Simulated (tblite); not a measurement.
Input of a run (GFN2-xTB geometry optimisation, gas phase (tblite 0.8.0)), started from a force field or distance geometry:
```
{"job": {"kind": "relax", "xc": "GFN2-xTB", "basis": "xTB"}, "charge": 0, "multiplicity": 1}
C      3.544300    -1.142500     0.190600
C      2.422300    -0.742000     0.822100
C      1.620400     0.456700     0.459100
C      0.174400     0.146900     0.105700
C     -0.114200    -0.489700    -1.206900
C     -1.256500    -0.056300    -1.797900
C     -1.967500     0.880900    -0.840700
C     -2.905900     0.048100     0.015100
C     -2.252000    -0.366400     1.119000
C     -0.889600     0.186800     1.248900
C     -0.864000     1.228200     0.162600
H      3.919700    -0.599500    -0.662900
H      4.073600    -2.021400     0.523700
H      2.079200    -1.324700     1.681400
H      2.068600     0.997900    -0.386800
H      1.642700     1.160000     1.314100
H      0.561500    -1.205500    -1.658300
H     -1.644400    -0.390500    -2.744800
H     -2.417800     1.761700    -1.292600
H     -3.906300    -0.240800    -0.271200
H     -2.686400    -1.007300     1.875000
H     -0.577300     0.477000     2.243500
H     -0.629300     2.269300     0.368400
```

Output (eV, eV/Å):
```
step      E/eV     max force
  0    -804.52186    1.765
  1    -804.61039    1.567
  2    -804.66955    0.600
  3    -804.72176    0.501
  4    -804.75717    0.700
  5    -804.77657    0.371
  6    -804.79364    0.343
  7    -804.81220    0.327
  8    -804.82853    0.296
  9    -804.84320    0.324
 10    -804.85529    0.235
 11    -804.86449    0.237
 12    -804.87224    0.251
 13    -804.87973    0.243
 14    -804.88761    0.249
 15    -804.89537    0.178
 16    -804.90098    0.159
 17    -804.90510    0.147
 18    -804.90835    0.117
 19    -804.91053    0.086
 20    -804.91193    0.076
 21    -804.91292    0.074
 22    -804.91378    0.072
 23    -804.91462    0.074
 24    -804.91545    0.069
 25    -804.91630    0.087
 26    -804.91717    0.069
 27    -804.91803    0.058
 28    -804.91889    0.062
 29    -804.91988    0.076
 30    -804.92111    0.091
 31    -804.92254    0.094
 32    -804.92394    0.078
 33    -804.92506    0.070
 34    -804.92603    0.073
 35    -804.92709    0.085
 36    -804.92829    0.078
 37    -804.92942    0.075
 38    -804.93029    0.055
 39    -804.93098    0.048
 40    -804.93151    0.047
 41    -804.93193    0.055
 42    -804.93229    0.050
 43    -804.93256    0.033
 44    -804.93274    0.026
 45    -804.93288    0.024
 46    -804.93300    0.026
 47    -804.93313    0.022
 48    -804.93324    0.021
 49    -804.93332    0.018
 50    -804.93339    0.019
 51    -804.93346    0.017
 52    -804.93353    0.014
 53    -804.93357    0.013
 54    -804.93361    0.011
 55    -804.93364    0.011
 56    -804.93367    0.012
 57    -804.93370    0.010
 58    -804.93373    0.009
```

**Question.** Summarise the run.

**Answer.** The energy falls by 9.5 kcal/mol over 58 L-BFGS steps, the largest force on an atom goes from 1.77 to 0.009 eV/Å, and the atoms move by 0.187 Å rms after alignment. The bond that changes most is C1=C2 (terminal =CH2 carbon to alkene CH carbon), which shortens by 0.029 Å. Bonds longer at the end by more than 0.005 Å: 1 of 25; shorter: 14. Among the angles that change most is C6–C7–C8, from 107.8° to 96.1°. Among the dihedrals that turn most is C5–C4–C10–H22, from 168° to 152°. The energy never rose by more than 1e-5 eV on the way. The first step brought 21 % of the lowering.

**Question.** What are the final bond lengths?

**Answer.** C1=C2 1.319 Å, C2–C3 1.498 Å, C3–C4 1.512 Å, C4–C5 1.467 Å, C5=C6 1.333 Å, C6–C7 1.510 Å, C7–C8 1.511 Å, C8=C9 1.334 Å, C9–C10 1.462 Å, C10–C11 1.503 Å, C4–C10 1.561 Å, C4–C11 1.503 Å, C7–C11 1.529 Å, C1–H12 1.078 Å, C1–H13 1.077 Å, C2–H14 1.083 Å, C3–H15 1.093 Å, C3–H16 1.094 Å, C5–H17 1.076 Å, C6–H18 1.076 Å, C7–H19 1.087 Å, C8–H20 1.076 Å, C9–H21 1.076 Å, C10–H22 1.081 Å, C11–H23 1.078 Å. Numbering counts from 1 in the input's order; the species is `C=CC[C@@]12C=C[C@H]3C=C[C@@H]1[C@H]32`.

The run took 0.43 s on one thread of an Arm Neoverse V2, shared host with 96 logical CPUs at a one-minute load of 28.

Its GFN2-xTB frequencies are all real (lowest 48 cm⁻¹). The numbers are those of one conformer. 3 starts were optimised and ended at 0.00, 0.04 and 0.69 kcal/mol (GFN2-xTB); the lowest of these is shown.

These are computed values.
